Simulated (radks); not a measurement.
Values are calculated unless marked as measured or tabulated.
Q: Tl24+, configuration [Kr] 4d10 4f11. Code: a radial shooting solver on a logarithmic mesh with Libxc functionals. Model: scalar-relativistic Kohn-Sham, BLYP, spin-polarised, spherical densities, finite nucleus; open shells are filled with parallel spins first (spin-orbit coupling, left out, can overturn this in heavy ions); Fermi nuclear charge, rms radius 5.4759 fm. Some entries of the table are withheld. Estimate them.

orbital,occ.,eigenvalue (Ry),<1/r> (bohr^-1),<r> (bohr)
1s down,1,-6341.068,99.39,0.01632
1s up,1,-6341.068,99.39,0.01632
2s up,1,-1170.064,23.34,0.06875
2s down,1,-1170.056,23.34,0.06875
2p up,3,-1013.800,20.60,0.06233
2p down,3,-1013.794,20.60,0.06233
3s up,1,-316.6559,8.660,0.1774
3s down,1,-316.4410,8.664,0.1773
3p up,3,-271.6308,7.861,0.1790
3p down,3,-271.4115,7.865,0.1789
3d up,5,-224.9598,7.385,0.1621
3d down,5,-224.7917,7.389,0.1620
4s up,1,-106.9732,3.789,0.3856
4s down,1,-106.6293,3.785,0.3858
4p up,3,-91.88840,3.435,0.4080
4p down,3,-91.56050,3.431,0.4083
4d up,5,-74.28286,3.127,0.4223
4d down,5,-73.96072,3.122,0.4228
4f up,7,-54.92674,2.814,(1)
4f down,4,-54.57896,2.810,(2)
5s up,0,-50.10981,1.859,0.7538
5s down,0,-49.93515,1.854,0.7555
5p up,0,-44.65205,1.701,0.8089
5p down,0,-44.49955,1.696,0.8109

A: 
(1) 4f up <r> (bohr): 0.4208
(2) 4f down <r> (bohr): 0.4218
